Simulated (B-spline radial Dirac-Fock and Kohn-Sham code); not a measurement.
Au⁵⁺ in Watson spheres of different radius

The computed values come from a radial atomic solver: relaxed Dirac-Fock hole states (ΔSCF) with Breit and QED corrections and a finite nucleus. The ion, [Xe] 4f14 5d6, sits in a hollow sphere of charge Q = -5, a simple model of the Madelung potential. Inside the sphere an electron's potential energy is raised by the constant 14.40·|Q|/R eV, so binding energies fall by about that much as long as the orbitals stay inside.

| radius (Å) | 14.40 |Q|/R (eV) | 1s (eV) | 2s (eV) | 2p1/2 (eV) | 2p3/2 (eV) | 3s (eV) | 3p1/2 (eV) | 3p3/2 (eV) | 3d3/2 (eV) | 3d5/2 (eV) | 4s (eV) | 4p1/2 (eV) | 4p3/2 (eV) | 4d3/2 (eV) | 4d5/2 (eV) | 4f5/2 (eV) | 4f7/2 (eV) | 5s (eV) | 5p1/2 (eV) | 5p3/2 (eV) | 5d (eV) |
| --- | --- | --- | --- | --- | --- | --- | --- | --- | --- | --- | --- | --- | --- | --- | --- | --- | --- | --- | --- | --- | --- |
| 1.6 | 45.00 | 80757.7 | 14399.6 | 13772.3 | 11957.5 | 3471.5 | 3192.5 | 2787.5 | 2330.1 | 2244.7 | 805.4 | 686.1 | 588.5 | 393.1 | 374.9 | 122.5 | 118.9 | 149.1 | 107.4 | 89.99 | 31.87 |
| 3 | 24.00 | 80778.7 | 14420.6 | 13793.2 | 11978.5 | 3492.5 | 3213.4 | 2808.5 | 2351.1 | 2265.6 | 826.4 | 707.0 | 609.4 | 414.0 | 395.9 | 143.5 | 139.8 | 170.0 | 128.3 | 110.9 | 52.81 |

From the smallest to the largest radius 1s moves by +20.9 eV, while the constant potential alone would give +21.0 eV; the difference comes from charge outside the sphere and its screening.
